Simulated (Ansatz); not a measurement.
Ga₉N₁₀H₂₆⁺, a nanocrystal cut from wurtzite GaN (hydrogen-capped), 45 atoms. Hardware: 5 threads of AMD EPYC 7R13 on a shared host and a share (37 GiB) of an NVIDIA H100 80GB HBM3.

The 6-31G sets use Cartesian d functions. Correlated methods freeze 91 core orbitals; core or outer-core shells of Ga are correlated, in sets that lack core-valence functions. Single mean-field runs in def2-SVP, def2-TZVP are fitted with def2-universal-jkfit.

How many basis functions does each of these Ansatz runs have, and roughly what does it cost? HF/STO-3G, charge 1 singlet, energy; r2SCAN-D4/def2-SVP, charge 1 singlet, relaxation, 5 steps; PBE-D4/def2-TZVP, charge 1 singlet, energy, from earlier orbitals; PBE0-D4/def2-TZVP, charge 1 singlet, energy and forces, from earlier orbitals; PBE-D4/def2-SVP, charge 1 singlet, energy, from earlier orbitals; LDA (SPW92)/def2-TZVP, charge 0 doublet at the geometry of the charge 1 singlet, energy, from earlier orbitals; LDA (SPW92)/def2-TZVP, charge 1 singlet, energy and forces, from earlier orbitals; BHLYP-D4/def2-TZVP, charge 1 singlet, energy, from earlier orbitals; PBE0-D4/def2-TZVP, charge 2 doublet at the geometry of the charge 1 singlet, energy; PBE0-D4/def2-TZVP, charge 0 doublet at the geometry of the charge 1 singlet, energy; B3LYP-D4/6-31G, charge 1 singlet, energy; MP2/def2-SVP, charge 1 singlet, energy, from earlier orbitals.

Other jobs shared the machine, so times can vary by a factor of up to 3. A dash marks memory too small to be measured apart from the calling script's.

| run | functions | fitting or Cholesky vectors | wall time | peak host memory (GiB) |
| --- | --- | --- | --- | --- |
| HF/STO-3G, charge 1 singlet, energy | 238 | 2810 | 17 s | – |
| PBE-D4/def2-TZVP, charge 1 singlet, energy, from earlier orbitals | 898 | 3632 | 17 s | – |
| MP2/def2-SVP, charge 1 singlet, energy, from earlier orbitals | 558 | 5662 | 22 s | – |
| LDA (SPW92)/def2-TZVP, charge 1 singlet, energy and forces, from earlier orbitals | 898 | 3632 | 22 s | – |
| PBE-D4/def2-SVP, charge 1 singlet, energy, from earlier orbitals | 558 | 3632 | 22 s | – |
| B3LYP-D4/6-31G, charge 1 singlet, energy | 403 | 4410 | 23 s | – |
| BHLYP-D4/def2-TZVP, charge 1 singlet, energy, from earlier orbitals | 898 | 3632 | 23 s | – |
| PBE0-D4/def2-TZVP, charge 1 singlet, energy and forces, from earlier orbitals | 898 | 3632 | 24 s | 2.8 |
| LDA (SPW92)/def2-TZVP, charge 0 doublet at the geometry of the charge 1 singlet, energy, from earlier orbitals | 898 | 3632 | 26 s | 1.5 |
| PBE0-D4/def2-TZVP, charge 0 doublet at the geometry of the charge 1 singlet, energy | 898 | 3632 | 42 s | 1.6 |
| r2SCAN-D4/def2-SVP, charge 1 singlet, relaxation, 5 steps | 558 | 3632 | 43 s | – |
| PBE0-D4/def2-TZVP, charge 2 doublet at the geometry of the charge 1 singlet, energy | 898 | 3632 | 52 s | 1.7 |
